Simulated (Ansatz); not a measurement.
Energy landscape of H2Ge, singlet: symmetric bend, bond length relaxed. Scanned: H-Ge-H angle. Other coordinates (Ge-H bond length) were minimised at B3LYP/def2-TZVP.

Calculation: full CI/aug-cc-pVDZ, cores with 3d frozen (Ansatz, a quantum-chemistry and plane-wave program).

Scanned values (°): 159.91, 151.55, 139.77, 128.83, 119.47, 109.29, 99.07, 90.32, 78.77, 71.93, 60.

Q: Locate the minima and the barriers on this grid.

A: Lower than their neighbours: 90.32° (0.000 eV). Higher than their neighbours: 159.91° (2.327 eV, end of the scan), 60° (0.638 eV, end of the scan). The whole profile spans 2.327 eV.

The scan ran from 180.0 to 60.0; beyond the range shown the relaxed coordinates jump or full CI changes its symmetry label.
